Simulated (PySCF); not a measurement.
Screening by computed properties: pick the candidate that meets the target.

Species are written as SMILES; each is one conformer at its optimised geometry, gas phase, non-relativistic unless stated. Electronic properties by PySCF.

The conformers computed, where there is a choice (atom-mapped SMILES and torsion angles):
- `[CH2:1]=[N:2][c:3]1[cH:4][cH:5][n:6]([SiH3:7])[cH:8]1`: C1–N2–C3–C4 -11°
- `[CH3:1][C:2](=[O:3])[c:4]1[p:5][cH:6][o:7][c:8]1[CH3:9]`: C1–C2–C4–P5 0°
- `[CH:1]#[C:2][CH2:3][NH:4][N:5]=[CH2:6]`: C2–C3–N4–N5 -143°, C3–N4–N5–C6 -167°

The conformers of `FCC#C[SiH]1OCCO1` aren't listed.

(1) Wanted: electronic spatial extent ⟨r²⟩ about the centre of nuclear charge below 1270 bohr² (wB97X-D/def2-SVPD) and dipole moment above 2.3 D (wB97X-D/def2-SVPD), at GFN2-xTB geometries. Which candidate meets both?
A. `CC(=O)C1=C(C)OC=P1`
B. `c1(ccn([SiH3])c1)N=C`
C. `C[C@@H]1[C@H]([SiH3])C[P@@H]1=O`
D. `C=C1[SiH2]O[Si@@]1(C)Cl`

(2) Wanted: static isotropic polarisability between 90 au and 100 au (wB97X-D/def2-SVPD) and lowest triplet excitation (Tamm–Dancoff) below 3.7 eV (TDA wB97X-D/def2-SVPD), at GFN2-xTB geometries. Which candidate meets both?
A. `C(=O)(C)c1pcoc1C`
B. `C#CCNN=C`
C. `C(#C[SiH]1OCCO1)CF`
D. `C[C@@H]1[C@H]([SiH3])C[P@@H]1=O`
E. `c1c(N=C)ccn1[SiH3]`

(3) Wanted: lowest singlet excitation below 5.8 eV (TDDFT wB97X-D/def2-SVPD) and HOMO energy above -8.1 eV (wB97X-D/def2-SVPD), at GFN2-xTB geometries. Which candidate meets both?
A. `C#CCNN=C`
B. `c1c(N=C)ccn1[SiH3]`
C. `C(=O)(C)c1pcoc1C`
D. `C[C@@H]1[C@H]([SiH3])C[P@@H]1=O`
E. `C(#C[SiH]1OCCO1)CF`

## Answers

(1) C. Computed values:
```
                        species  electronic spatial extent ⟨r²⟩ about the centre of nuclear charge  dipole moment
C[C@@H]1[C@H]([SiH3])C[P@@H]1=O                                                         1252 bohr²         3.99 D
        C=C1[SiH2]O[Si@@]1(C)Cl                                                         1293 bohr²         2.46 D
             CC(=O)C1=C(C)OC=P1                                                         1328 bohr²         1.78 D
           c1(ccn([SiH3])c1)N=C                                                         1398 bohr²         2.16 D
```

(2) A. Computed values:
```
                        species  static isotropic polarisability  lowest triplet excitation (Tamm–Dancoff)
                       C#CCNN=C                          67.1 au                                   3.83 eV
             C(#C[SiH]1OCCO1)CF                          86.5 au                                   4.98 eV
C[C@@H]1[C@H]([SiH3])C[P@@H]1=O                          96.3 au                                   6.82 eV
               C(=O)(C)c1pcoc1C                          97.9 au                                   3.28 eV
             c1c(N=C)ccn1[SiH3]                         102.6 au                                   3.48 eV
```

(3) B. Computed values:
```
                        species  lowest singlet excitation  HOMO energy
               C(=O)(C)c1pcoc1C                    4.11 eV     -8.81 eV
             c1c(N=C)ccn1[SiH3]                    4.54 eV     -7.94 eV
             C(#C[SiH]1OCCO1)CF                    5.74 eV     -9.91 eV
                       C#CCNN=C                    5.96 eV     -8.25 eV
C[C@@H]1[C@H]([SiH3])C[P@@H]1=O                    7.12 eV     -9.48 eV
```
